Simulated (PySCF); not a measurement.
## Where the electron goes

C4H12Si3.
Geometry (GFN2-xTB, Å), atoms numbered from 1 in this order:
```xyz
19
C4H12Si3 angstrom
C     -2.8159   -0.5618    0.4181
C     -1.4367   -0.0689    0.1183
C     -0.6743   -0.5685   -0.8586
Si     1.0579    0.1361   -1.0882
Si     2.7402   -1.3720   -0.5964
C      0.9500    1.5615    0.1898
Si    -0.6759    1.3233    1.1473
H     -2.8544   -0.9647    1.4302
H     -3.5265    0.2627    0.3700
H     -3.1288   -1.3374   -0.2800
H     -1.0457   -1.3745   -1.4832
H      1.1543    0.6971   -2.4545
H      2.6582   -1.9108    0.7654
H      2.7337   -2.5308   -1.4942
H      4.0743   -0.7739   -0.7169
H      0.9600    2.5279   -0.3088
H      1.8056    1.5630    0.8617
H     -1.5369    2.5142    1.1578
H     -0.4488    0.8868    2.5327
```

Computed, not measured: PySCF, TDDFT CAM-B3LYP/def2-SVPD, vertical, gas phase, core orbitals frozen in the response.

Kohn–Sham orbitals with the atoms that hold most of them (Löwdin shares over 4%, at most four atoms; ? is withheld):

```tsv
orbital	ε (eV)	atoms
LUMO+2	0.98	Si4 15%, Si7 14%, Si5 9%, C1 9%
LUMO+1	0.95	Si4 18%, Si7 16%, Si5 15%, C6 11%
LUMO	0.58	?
HOMO	-8.59	?
HOMO-1	-9.41	C3 18%, C2 16%, Si4 16%, Si7 11%
HOMO-2	-9.64	C6 31%, Si7 15%, Si4 12%, C2 10%
HOMO-3	-10.27	C6 16%, Si4 16%, C3 14%, C2 13%
```

Q: Give the leading atoms of the LUMO.

A: C2 (bonded to 2 C and Si) 25%; C3 (bonded to C, Si and H) 24%; Si5 (bonded to Si and 3 H) 11%; Si4 (bonded to 2 C, Si and H) 10%. By element: carbon 49% or more, silicon 21% or more.

Q: Which atoms hold the HOMO, and with what shares?

A: C3 (bonded to C, Si and H) 26%; C2 (bonded to 2 C and Si) 25%; Si4 (bonded to 2 C, Si and H) 11%; Si5 (bonded to Si and 3 H) 10%. By element: carbon 52% or more, silicon 21% or more.

Q: How does S1 compare with the orbital gap of 9.17 eV?

A: S1 is at 6.16 eV (f = 0.093), 3.01 eV below the gap, made of HOMO-1→LUMO (42%), HOMO→LUMO (33%), HOMO-2→LUMO (12%). Its leading pair isn't HOMO and LUMO; the energies of that pair differ by 9.98 eV. Without the coupling terms of the response equations the lowest excitation would equal the gap.

Next come S2 at 6.33 eV (f 0.151), HOMO→LUMO (55%), HOMO-1→LUMO (22%), HOMO-2→LUMO (11%); S3 at 6.69 eV (f 0.033), HOMO→LUMO+2 (59%), HOMO→LUMO+1 (30%); S4 at 6.75 eV (f 0.068), HOMO→LUMO+1 (57%), HOMO→LUMO+2 (29%); S5 at 7.03 eV (f 0.0068), HOMO-3→LUMO (30%), HOMO-2→LUMO (30%), HOMO-4→LUMO (12%).

The run took 2.3 min of wall time (with the writing of density and orbital grids) on one thread of an Arm Neoverse N1, no GPU, on a shared host, and the process peaked at 1.1 GiB of memory.

One conformer stands for the species.
